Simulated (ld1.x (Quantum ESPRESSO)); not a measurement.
**An all-electron radial function and its pseudo partner (technetium)**

Columns: radius, all-electron u(r) and pseudo u(r) of the 4d shell (level -22.50 eV) of technetium in the configuration [Kr] 4d5 5s0 5p0; PBE, scalar-relativistic, PAW scheme, ld1.x (Quantum ESPRESSO) 7.5.

```
r (bohr)  all-electron   pseudo
   0.148        0.2781  -0.0023
   0.295        0.3822  -0.0177
   0.443        0.1360  -0.0563
   0.590       -0.1932  -0.1223
   0.738       -0.4742  -0.2145
   0.885       -0.6680  -0.3235
   1.033       -0.7807  -0.4381
   1.180       -0.8286  -0.5427
   1.328       -0.8314  -0.6257
   1.475       -0.8053  -0.6772
   1.623       -0.7612  -0.6947
   1.770       -0.7079  -0.6808
   1.918       -0.6500  -0.6428
   2.065       -0.5916  -0.5910
   2.213       -0.5342  -0.5343
   2.360       -0.4798  -0.4798
   2.508       -0.4285  -0.4285
   2.655       -0.3815  -0.3815
   2.802       -0.3384  -0.3384
   2.950       -0.2990  -0.2990
   3.098       -0.2635  -0.2635
   3.245       -0.2318  -0.2318
   3.393       -0.2033  -0.2033
   3.540       -0.1780  -0.1780
   3.688       -0.1555  -0.1555
   3.835       -0.1356  -0.1356
```

How many radial nodes do the two functions have?

The all-electron 4d function has n − l − 1 = 1; the pseudo-wave has 0, since the states of the same l below it are removed with the core.

At about which radius was the pseudo-wave matched?

2.35 bohr, where the columns begin to agree (steps of 0.15 bohr).

Is the pseudo-wave norm-conserving?

No, it belongs to a PAW set: the norm inside the radius is not constrained, and the difference is carried by the augmentation charge.
